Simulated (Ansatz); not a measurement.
Geometry optimisation, Ansatz 0.2.0, RKS PBE0/def2-SVP.

input.yaml

```yaml
crystal:
  periodic: [false, false, false]
  atoms:
    - { symbol: C, position_ang: [-0.6016, 0.7055, -1.2342] }
    - { symbol: Si, position_ang: [0.3945, -0.7655, -0.9291] }
    - { symbol: S, position_ang: [1.9338, -0.2963, 0.4527] }
    - { symbol: Al, position_ang: [0.6315, -0.2348, 2.2409] }
    - { symbol: I, position_ang: [-0.599, 1.9589, 2.8882] }
    - { symbol: H, position_ang: [-1.4085, 0.5322, -2.0222] }
    - { symbol: H, position_ang: [0.0232, 1.5819, -1.5955] }
    - { symbol: H, position_ang: [-1.1241, 1.0708, -0.3174] }
    - { symbol: H, position_ang: [3.0707, -0.30494, -0.32946] }
    - { symbol: H, position_ang: [-0.4386, -1.8546, -0.3905] }
    - { symbol: H, position_ang: [0.2454, -1.583, 3.0832] }
basis:
  gaussian: { orbitals: def2-SVP }
hamiltonian:
  xc: pbe0
relax:
  f_tol: 0.02
  max_steps: 50
```

Command:

```bash
$ ansatz run input.yaml --threads 2 --pin off --max-ram 3072MiB --backend cpu --events-out ev --progress --plain --runs-dir out
```

**Question.** Where does it end, and by what steps?

**Answer.** The forces met the threshold. After 13 steps the energy has fallen by 2.553 eV; H10 moved furthest, 1.09 Å. Joined: Al4–H10 (3.27 → 1.74 Å).

| step | energy less start (eV) | largest force component (eV/Å) | accepted |
| --- | --- | --- | --- |
| 0 | 0.0000 | 2.703 | yes |
| 1 | -0.5656 | 1.255 | yes |
| 2 | -0.8538 | 1.078 | yes |
| 3 | -1.1712 | 0.962 | yes |
| 4 | -1.6421 | 1.166 | yes |
| 5 | -2.1249 | 1.303 | yes |
| 6 | -2.3340 | 1.166 | yes |
| 7 | -2.4447 | 0.610 | yes |
| 8 | -2.5178 | 0.233 | yes |
| 9 | -2.5312 | 0.402 | yes |
| 10 | -2.5494 | 0.130 | yes |
| 11 | -2.5523 | 0.074 | yes |
| 12 | -2.5531 | 0.033 | yes |
| 13 | -2.5532 | 0.009 | yes |

```xyz
11
Properties=species:S:1:pos:R:3
C -0.617 0.803 -1.318
Si 0.338 -0.825 -0.991
S 2.020 0.259 0.312
Al 0.411 -0.504 1.816
I -0.886 1.380 2.791
H -1.621 0.529 -1.686
H -0.108 1.330 -2.142
H -0.746 1.507 -0.481
H 2.871 -0.787 0.424
H -0.453 -1.156 0.449
H 0.919 -1.727 2.673
```

Whether the end is a true minimum wasn't checked by a vibrational analysis.

Run time: 58 s on 2 threads of AMD EPYC 7R13 Processor (Zen 3) (shared host), peak memory 0.36 GiB.
